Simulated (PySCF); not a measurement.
**Trend along the fourth-period p block: MIn molecules**

r²SCAN with double-zeta basis sets in PySCF, for the lowest determinant that a PBE0 search found; no spin–orbit coupling. De refers to high-spin ground-configuration atoms. A positive dipole means M(−)In(+).

| M | basis | state (unpaired electrons) | Re (Å) | ωe (cm⁻¹) | De (eV) | μ (D) |
| --- | --- | --- | --- | --- | --- | --- |
| Ga | cc-pVDZ-PP | triplet (σ ↑, π ↑) | 2.884 | 136 | 1.44 | 0.24 |
| Ge | def2-SVP | quartet (σ ↑, π ↑↑) | 2.658 | 182 | 2.38 | 1.86 |
| As | def2-SVP | triplet (π ↑↑) | 2.756 | 180 | 1.86 | 1.79 |
| Br | cc-pVDZ-PP | singlet (closed shell) | 2.581 | 220 | 4.20 | 3.49 |

The shortest bond is that of InBr (2.581 Å), the longest that of InGa (2.884 Å). InBr is bound most strongly (4.20 eV) and InGa least (1.44 eV).

The rows differ in basis set, which adds steps of its own.

The state changes along the series, so neighbouring rows are not always alike in their bonding.

Spin–orbit coupling is left out, which matters for elements this heavy, above all for dissociation energies. States were picked by a PBE0 search and need not be the measured ground states.
